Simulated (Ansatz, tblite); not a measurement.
Spin states of the cluster Cu₂Te₂ (the lowest singlet isomer of a short search), each relaxed with PBE-D4/def2-SVP in Ansatz. Electronic energies in the gas phase.

In the def2 sets Te takes a core potential; there is no spin–orbit coupling. The xTB rows come from tblite. B3LYP takes the VWN-RPA correlation. The structure comes from a short search, and lower isomers may exist.

Singlet geometry (C2v within 0.1 Å):

Cartesian coordinates in Å:
```
Cu -0.743 -1.122 -0.037
Cu -0.066 1.344 0.020
Te 0.453 -0.080 -1.910
Te 0.356 -0.142 1.926
```

Triplet geometry (D2h within 0.1 Å):

```xyz
4

Cu    0.2649   -1.1448   -0.5062
Cu   -0.2646    1.1463    0.5029
Te    2.0629    0.3298    0.3337
Te   -2.0632   -0.3313   -0.3304
```

Quintet geometry (D2h within 0.1 Å):

| atom | x (Å) | y (Å) | z (Å) |
| --- | --- | --- | --- |
| Cu1 | 0.210 | 1.659 | 0.849 |
| Cu2 | -0.202 | -1.660 | -0.849 |
| Te3 | 0.023 | 0.780 | -1.530 |
| Te4 | -0.031 | -0.779 | 1.530 |

⟨S²⟩: triplet 2.02 at PBE0-D4/def2-TZVP (pure 2.00), quintet 6.02 at PBE0-D4/def2-TZVP (pure 6.00).

Run but left out: PBE0-D4/def2-TZVP (singlet: restricted singlet, unstable towards broken spin symmetry); BHLYP-D4/def2-TZVP (singlet: restricted singlet, unstable in another Hartree–Fock run and untested here).

Only these spin states were relaxed. The quintet has other bonds than the singlet, so the gap mixes isomer and spin.

(1) Estimate which spin state lies lowest at each of these levels, and by how much: GFN1-xTB; GFN2-xTB; PBE-D4/def2-TZVP; r2SCAN-D4/def2-TZVP; B3LYP-D4/def2-TZVP.

## Answers

(1) 
| level | triplet − singlet (kJ/mol) | quintet − singlet (kJ/mol) | lowest of these |
| --- | --- | --- | --- |
| GFN1-xTB | 33.5 | 446.9 | singlet |
| GFN2-xTB | 31.1 | 537.2 | singlet |
| PBE-D4/def2-TZVP | -5.6 | 221.3 | triplet |
| r2SCAN-D4/def2-TZVP | -11.6 | 228.1 | triplet |
| B3LYP-D4/def2-TZVP | -6.0 | 232.5 | triplet |

The xTB methods have no term that favours high spin, so they put low spin too low.
